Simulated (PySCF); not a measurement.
## Ag₂: frontier orbitals

PBE0 at R = 2.579 Å; basis Ag cc-pVDZ-PP with ECP28; scalar-relativistic core potentials; PySCF 2.14. State: ¹Σg⁺ (singlet), closed shell. Only the outer orbitals are listed.

| orbital | occ. | ε (eV) | main shells (%) |
| --- | --- | --- | --- |
| σg | 2 | -5.64 | 95 s |
| σu | 0 | -2.32 | 63 s, 37 p |
| πu | 0 | -0.38 | 100 p |
| πu | 0 | -0.38 | 100 p |

Problem. Which are the highest filled and the lowest empty level, where do they sit, and how wide is the gap?

Solution. Highest filled σg at -5.64 eV (in %: 95 s); lowest empty σu at -2.32 eV (in %: 63 s, 37 p); the gap at PBE0 is 3.32 eV.

The bond order (Mayer) is 1.08. The ⟨S²⟩ is 0.000 and the polarisability along the bond is 132.6 bohr³. The polarisability across the bond is 68.4 bohr³.

Closed-shell solutions of metal pairs were not tested for spin polarisation, which can lower them a little. Spin–orbit coupling is left out.
